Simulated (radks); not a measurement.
Neutral palladium inside a hard spherical wall (all orbitals vanish at R), configuration held at [Kr] 4d10 and not refilled when levels cross. Method: scalar-relativistic Kohn-Sham, PBE, spin-polarised, spherical densities, finite nucleus; Fermi nuclear charge, rms radius 4.5318 fm; computed with a radial shooting solver on a logarithmic mesh with Libxc functionals. Eigenvalues in eV for spin up, with the zero of energy where the potential of the charges vanishes at infinity; a dash marks a level that is unbound or too diffuse for the functional's potential to be trusted. A positive occupied level is held by the wall or, in an anion where self-interaction has pushed it up, behind a barrier. The pressure on the wall is -dE/dV.

R (bohr),E (hartree),kinetic (hartree),e(3d),e(4s),e(4p),e(4d),"e(5s, empty)","e(5p, empty)",pressure (GPa)
free,-5045.79436,5233.519,-325.51,-85.327,-51.199,-4.048,-3.321,-,0
20,-5045.79436,5233.519,-325.51,-85.327,-51.199,-4.048,-3.321,-,< 0.0001
12,-5045.79435,5233.519,-325.50,-85.325,-51.197,-4.046,-3.318,-0.175,0.000211
10,-5045.79425,5233.520,-325.49,-85.311,-51.183,-4.033,-3.296,0.020,0.00311
4,-5045.58638,5234.525,-320.11,-80.389,-46.432,0.389,4.335,12.404,45.5
3,-5044.74377,5238.008,-309.35,-71.511,-37.974,9.190,22.222,35.442,488
2.5,-5043.05333,5244.834,-295.35,-61.065,-27.777,20.895,49.119,67.505,2130
